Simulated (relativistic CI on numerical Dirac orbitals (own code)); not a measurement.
**Fe6+: K-beta X-ray emission**

Computed with this model: Dirac-Coulomb-Breit CI, separate exchange-only KLI orbitals for each configuration, a model potential for QED, valence Slater integrals scaled by 0.8, multiplet model of X-ray emission after core ionisation; configurations [Ar] 3d2 → 1s 2s2 2p6 3s2 3p6 3d2 → [Ne] 3s2 3p5 3d2; 300 K; Lorentzian 1.6 eV and Gaussian 1 eV FWHM. Energies are those of the free ion, without screening or charge transfer. S is read from ⟨S²⟩ = S(S + 1).

Field parameters in Wybourne normalisation: D4h B²₀ = −7Ds, B⁴₀ = 21(Dq − Dt), B⁴₄ = 21√(5/14) Dq; Td as Oh with Dq negative (B⁴₀ = 21Dq, B⁴₄ = √(5/14) B⁴₀). The field is a parameter set, without covalency.

free ion: ground-state S = 1.00, centroid 7070.80 eV. Peaks (eV, height): 7051.8 (12), 7058.6 (12), 7073.0 (100), 7075.8 (42).

D4h, 10Dq = 16400, Ds = -340, Dt = 30 cm⁻¹: ground-state S = 1.00, centroid 7071.31 eV. Peaks (eV, height): 7051.4 (7), 7057.2 (9), 7073.2 (100).

D4h, 10Dq = 12400, Ds = 570, Dt = -760 cm⁻¹: ground-state S = 1.00, centroid 7070.68 eV. Peaks (eV, height): 7051.4 (10), 7056.8 (11), 7073.4 (100).

Td, 10Dq = -6950 cm⁻¹: ground-state S = 1.00, centroid 7070.53 eV. Peaks (eV, height): 7051.2 (13), 7057.4 (14), 7073.2 (100), 7075.0 (70).

Strongest unbroadened transitions for Td, 10Dq = -6950 cm⁻¹:

```csv
Energy (eV),Relative strength
7051.29,33.9
7057.05,19.7
7057.80,29.6
7068.78,38.9
7069.05,16.9
7070.25,17.2
7070.97,23.2
7071.05,14.1
7071.07,13.6
7071.18,27.6
7071.51,14.7
7072.72,42.3
7073.17,100.0
7073.52,38.9
7073.55,78.7
7075.21,40.9
7075.48,87.6
7075.52,42.4
```
